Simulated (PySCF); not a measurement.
Run record: geometry optimisation, 4-bromobenzoic acid, `OC(c1ccc(cc1)Br)=O`.

Computed with PBE0-D3(BJ)/def2-SVP geometry optimisation, gas phase (PySCF 2.14.0). Start geometry: GFN2-xTB. The input is one job of a driver script: a line of settings, then coordinates in Å.

Input:
```
{"job": {"xc": "PBE0", "basis": "def2-SVP", "d3": "d3bj", "grid": 2, "kind": "geom"}, "charge": 0, "multiplicity": 1}
O      2.593429    -1.472010     0.168016
C      2.095265    -0.413285    -0.120404
O      2.833582     0.667268    -0.413741
C      0.637085    -0.164244    -0.189505
C     -0.229276    -1.217500     0.098590
C     -1.595707    -1.030218     0.046755
C     -2.089000     0.219178    -0.297504
Br    -3.969085     0.488902    -0.373315
C     -1.242405     1.278167    -0.587541
C      0.124029     1.084573    -0.532071
H      3.776071     0.446257    -0.352570
H      0.187731    -2.177393     0.362124
H     -2.273247    -1.839820     0.269641
H     -1.650724     2.240998    -0.853100
H      0.797836     1.897118    -0.752941
```

Output:
```
step   0  E = -2993.01197540  max force = 0.013667
step   1  E = -2993.01251165  max force = 0.002324
step   2  E = -2993.01296794  max force = 0.004538
step   3  E = -2993.01299324  max force = 0.004415
step   4  E = -2993.01312340  max force = 0.004272
step   5  E = -2993.01318619  max force = 0.001153
step   6  E = -2993.01320708  max force = 0.000456
step   7  E = -2993.01321261  max force = 0.000820
step   8  E = -2993.01321849  max force = 0.000263
optimisation converged
```

Energies in Eh; «max force» is the largest Cartesian gradient component in Eh/bohr.

Task: How much energy does the optimisation release, in kcal/mol?

Result: E(step 0) − E(last step) = 0.001243 Eh, which is 0.8 kcal/mol.

In short: final energy -2993.01322 Eh after 8 steps; dipole 1.45 D.

Task: How long does this job take on one thread of an Arm Neoverse V1, shared host with 64 logical CPUs at a one-minute load of 21? And the peak memory of the process?

Result: About 2.8 min, with 0.94 GiB resident at the peak, the Python interpreter and its libraries included.
Labels such as C1 count atoms from 1, the log's own numbers from 0.
